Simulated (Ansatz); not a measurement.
`C[S][SnH3]` + H₂S → `[SH][SnH3]` + CH₃SH at 400 K and 1 bar (ligand exchange at the Sn–S bond).

Calculated with Ansatz (gas phase, PBE0-D4/def2-TZVP geometries, no zero-point term in ΔE). CBS: MP2 limit from def2 TZ/QZ plus the TZ coupled-cluster correction, frozen cores. This one scheme is used for every species. Elements past krypton have def2 core potentials. For Sn outer-core shells are correlated without core-valence functions, which leaves a few kJ/mol of doubt a bond.

```
     species  CCSD(T)/CBS energy (Eh)  H − E (kJ/mol)  S (J/(mol·K))
`C[S][SnH3]`               -653.46026           184.5          369.5
         H₂S               -398.97279            53.4          215.9
`[SH][SnH3]`               -614.20548            99.8          324.6
       CH₃SH               -438.22835           138.7          269.4
```

H − E and S are ideal-gas, rigid-rotor, harmonic terms from PBE0-D4/def2-TZVP. 1 Eh = 2625.50 kJ/mol, R = 8.31446 J/(mol·K).

Q: By hand: ΔE, ΔH, ΔS and ΔG.

A: ΔE = (-614.20548) + (-438.22835) − (-653.46026) − (-398.97279) = -0.00078 Eh = -2.0 kJ/mol. Δ(H − E) = 99.8 + 138.7 − 184.5 − 53.4 = 0.6, so ΔH = -1.4 kJ/mol. ΔS = 324.6 + 269.4 − 369.5 − 215.9 = 8.6 J/(mol·K). ΔG = -1.4 − 400 × (8.6)/1000 = -4.8 kJ/mol.

Q: By hand: the equilibrium constant, and the temperature at which ΔG would vanish if ΔH and ΔS stayed fixed.

A: log₁₀ K = −ΔG/(RT ln 10) = 0.6. ΔH and −TΔS have one sign here, so there is no such temperature.

TΔS isn't small against ΔH here. The sign of ΔG lies within the doubt. A doubt of 5 kJ/mol in ΔE shifts log₁₀ K by 0.7 here. These are equilibria of isolated gas molecules and say nothing of rates. Largest T1 diagnostic: 0.012 (customary marks: 0.02 for closed shells, 0.045 for open ones).
